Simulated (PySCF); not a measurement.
Er⁴⁴⁺: ionisation energy

Er⁴⁴⁺ [Ar] 3d6 (5D) → Er⁴⁵⁺ [Ar] 3d5 (6S), as a difference of total energies. Computed with PySCF 2.14 in an even-tempered Gaussian basis (18 s from 9.2 bohr⁻², ratio 2.5; 12 p from 12 bohr⁻², ratio 2.5; 7 d from 12 bohr⁻², ratio 2.5; 4 f from 47 bohr⁻², ratio 2.7; 3 g from 70 bohr⁻², ratio 2.7), with the spin-free X2C one-electron Hamiltonian (Gaussian nucleus). Correlated levels: outer shells: [Ne] frozen; virtual orbitals above 40 to 60 times the deepest correlated orbital energy dropped. The calculations carry no spin-orbit coupling.

```
                method  ionisation energy (eV)
                   UHF                  3626.6
                   LDA                  3628.5
                   PBE                  3629.8
                  PBE0                  3629.5
                r2SCAN                  3630.0
               r2SCANh                  3629.9
                 B97-3                  3629.5
    MP2 (outer shells)                  3627.9
SCS-MP2 (outer shells)                  3628.1
```

Spin-orbit coupling is strong in these open shells (close to jj coupling). The scalar numbers leave it out and a first-order estimate fails, so it can dominate the gap to the real levels.

Breit and QED terms and the two-electron picture change are absent.

For comparison: 3624 ± 4 eV (theoretical estimate listed by NIST; NIST Atomic Spectra Database, ionization energies).
